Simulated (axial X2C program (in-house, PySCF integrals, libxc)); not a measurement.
BrNdBr: the levels of the configuration f3 s1 d(πδ)0

Computed with an in-house all-electron X2C program for linear molecules (integrals from PySCF): two-component X2C with atomic mean-field Coulomb and Gaunt terms, basis Br dyall-v3z, Nd dyall-v3z (cores contracted in-house). Orbitals come from Hartree–Fock averaged over the configuration Nd f3 s1 d(πδ)0; CI then distributes these electrons over the f, s, d(πδ) shells of Nd.

Br–Nd–Br held linear, both bonds 2.762 Å (near the minimum of the configuration average).

Active spinors (ω > 0):

```
shell    ω  ε (eV)           character
    f  5/2    1.95           100% Nd f
    f  3/2    2.11           100% Nd f
    f  1/2    2.20            99% Nd f
    f  7/2    2.24           100% Nd f
    f  5/2    2.38           100% Nd f
    f  3/2    2.48           100% Nd f
    f  1/2    2.54            99% Nd f
    s  1/2   -3.27  56% Nd s, 40% Nd d
d(πδ)  3/2    0.81           100% Nd d
d(πδ)  5/2    0.88           100% Nd d
d(πδ)  1/2    1.90   87% Nd d, 8% Br p
d(πδ)  3/2    1.98   86% Nd d, 8% Br p
```

Lowest levels of this model:

```tsv
Ω	energy (cm⁻¹)	g∥	configuration
6	0	8.32	100% f3 d(πδ)1
5	567	6.90	98% f3 d(πδ)1
4	606	4.83	56% f3 d(πδ)1 + 44% f3 s1
3	1028	3.30	58% f3 s1 + 42% f3 d(πδ)1
2	1301	1.84	87% f3 s1 + 13% f3 d(πδ)1
4	1446	4.89	55% f3 s1 + 46% f3 d(πδ)1
7	1513	12.45	100% f3 d(πδ)1
1	1532	0.54	96% f3 s1
0	1662	0.00	97% f3 s1
5	1707	8.49	78% f3 s1 + 22% f3 d(πδ)1
3	1776	4.09	52% f3 d(πδ)1 + 47% f3 s1
6	1935	10.96	97% f3 d(πδ)1
4	2031	7.14	80% f3 s1 + 20% f3 d(πδ)1
2	2116	2.71	60% f3 d(πδ)1 + 40% f3 s1
3	2370	4.65	83% f3 s1 + 17% f3 d(πδ)1
1	2374	1.78	72% f3 s1 + 28% f3 d(πδ)1
0	2413	0.00	82% f3 s1 + 18% f3 d(πδ)1
5	2460	8.88	80% f3 d(πδ)1 + 20% f3 s1
2	2644	2.68	67% f3 s1 + 33% f3 d(πδ)1
4	2954	7.08	79% f3 d(πδ)1 + 21% f3 s1
1	3010	0.74	71% f3 d(πδ)1 + 29% f3 s1
8	3119	16.43	100% f3 d(πδ)1
6	3176	12.33	77% f3 s1 + 23% f3 d(πδ)1
0	3253	0.00	82% f3 d(πδ)1 + 18% f3 s1
3	3318	5.45	77% f3 d(πδ)1 + 23% f3 s1
5	3389	10.69	80% f3 s1 + 20% f3 d(πδ)1
7	3454	14.75	97% f3 d(πδ)1
2	3624	3.93	57% f3 d(πδ)1 + 43% f3 s1
1	3755	2.13	60% f3 s1 + 40% f3 d(πδ)1
0	3763	0.00	58% f3 s1 + 42% f3 d(πδ)1
```

g∥ is the magnitude of 2⟨Lz + ge Sz⟩ for the +Ω component.

Q: From Ω and g∥ of the lowest level, whose 2⟨Lz + ge Sz⟩ is positive, find ⟨Sz⟩ and ⟨Lz⟩ (ge = 2.0023).

A: Ω = ⟨Lz⟩ + ⟨Sz⟩ = 6 and ⟨Lz⟩ + ge⟨Sz⟩ = 4.160, so ⟨Sz⟩ = -1.84 and ⟨Lz⟩ = 7.84.

Occupations of the active spinors in the lowest level by ω, shell by shell in order of energy: -7/2: 0.00; -5/2: 0.00 0.00 0.00; -3/2: 0.00 0.00 0.00 0.00; -1/2: 0.04 0.02 0.00 0.00; 1/2: 0.81 0.12 0.00 0.00; 3/2: 0.86 0.11 0.98 0.00; 5/2: 0.94 0.06 0.02; 7/2: 0.02. The leading determinant has weight 0.69 among 296.

This point took 11 s on 1 thread of Arm Neoverse N1, with other jobs on the host.

Dynamic correlation is missing, so gaps between terms are too wide and other configurations may lie lower; the lowest level listed is that of this model, not necessarily the ground state. The lowest levels belong to f3 d(πδ)1, not to the averaged configuration, so orbitals and distance suit them less well. At most 4 roots were kept for each Ω > 0 (twice that for Ω = 0) within 2.2 eV of the lowest, so higher up levels can be missing between those listed; levels with Ω > 0 are doubly degenerate and listed once, Ω = 0 levels singly. States that fill the shells left empty in the average are placed too high. The molecule was held linear; bending was not examined.
